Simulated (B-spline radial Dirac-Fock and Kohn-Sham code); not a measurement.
## Nd⁶⁺: input and output of one calculation

ΔSCF core binding energies without Breit or QED terms, calculated with a radial atomic solver. Keys: rel is the Hamiltonian (dirac, or spin-free x2c and nr, where L3 and M5 stand for the whole 2p and 3d shells), method is hf or an exchange,correlation pair (spin-unpolarised, also for the hole states), nuc the nuclear model, radius_factor scales its radius, rmax is the box in bohr, h the logarithmic mesh step, order the B-spline order, points the quadrature points per cell, c_factor scales the speed of light, and damp, ndamp, maxit and tol steer the iteration. The run stops when the commutator error falls below 10·tol·max(1, Z/10), or the numerical noise floor, and the energy has settled to about 1e-8 Ha; the virial ratio is −V/T.

Input (task.json):

```json
{"items": [{"Z": 60, "q": 6, "cfg": [[1, 0, 2], [2, 0, 2], [2, 1, 6], [3, 0, 2], [3, 1, 6], [3, 2, 10], [4, 0, 2], [4, 1, 6], [4, 2, 10], [4, 3, 2], [5, 0, 2], [5, 1, 4]], "A": 142, "rrms": 4.9123, "do": "settings", "holes": ["K", "L3", "M5"],
  "settings": [{"rel": "dirac", "method": "hf", "nuc": "fermi", "radius_factor": 1.0, "rmax": 45.0, "h": 0.3, "order": 8, "points": 10, "c_factor": 1.0, "maxit": 60, "damp": 0.5, "ndamp": 3, "tol": 1e-08, "cfg": "1s2 2s2 2p6 3s2 3p6 3d10 4s2 4p6 4d10 4f2 5s2 5p7"}]}]}
```

Command: `python xray2_run.py task.json out`

The program stops without a result: overfilled shell.

Question: One setting is unsound. Which, and why?

Answer: cfg puts more electrons in a shell than it can hold. With the default settings (Dirac Hartree-Fock): The ground state converged in 10 iterations, with total energy -9617.03371 Ha, virial ratio 1.92732 and highest orbital energy -92.67 eV. ΔSCF binding energies: K (1s) 43837.7 eV, L3 (2p3/2) 6318.6 eV, M5 (3d5/2) 1077.3 eV.
